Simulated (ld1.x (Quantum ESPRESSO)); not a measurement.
# An all-electron radial function and its pseudo partner (phosphorus)

Columns: radius, all-electron u(r) and pseudo u(r) of the 3p shell (level -14.19 eV) of phosphorus in the configuration [Ne] 3s2 3p2; PBEsol, non-relativistic, ultrasoft scheme, ld1.x (Quantum ESPRESSO) 7.5.

```
r (bohr)  all-electron   pseudo
   0.095        0.1351  -0.0077
   0.190        0.2809  -0.0302
   0.285        0.3293  -0.0665
   0.380        0.2936  -0.1145
   0.475        0.2051  -0.1720
   0.570        0.0897  -0.2360
   0.665       -0.0346  -0.3035
   0.760       -0.1569  -0.3717
   0.855       -0.2704  -0.4378
   0.950       -0.3718  -0.4995
   1.045       -0.4598  -0.5550
   1.140       -0.5341  -0.6031
   1.235       -0.5950  -0.6430
   1.330       -0.6431  -0.6747
   1.425       -0.6792  -0.6985
   1.520       -0.7044  -0.7149
   1.615       -0.7201  -0.7248
   1.710       -0.7272  -0.7287
   1.805       -0.7272  -0.7274
   1.900       -0.7210  -0.7210
   1.995       -0.7097  -0.7097
   2.090       -0.6942  -0.6942
   2.185       -0.6753  -0.6753
   2.280       -0.6537  -0.6537
   2.375       -0.6301  -0.6301
   2.470       -0.6051  -0.6051
```

Task: How many radial nodes do the two functions have?

Result: The all-electron 3p function has n − l − 1 = 1; the pseudo-wave has 0, since the states of the same l below it are removed with the core.

Task: At about which radius was the pseudo-wave matched?

Result: 1.90 bohr, where the columns begin to agree (steps of 0.10 bohr).

Task: Is the pseudo-wave norm-conserving?

Result: No, it belongs to an ultrasoft set: the norm inside the radius is not constrained, and the difference is carried by the augmentation charge.
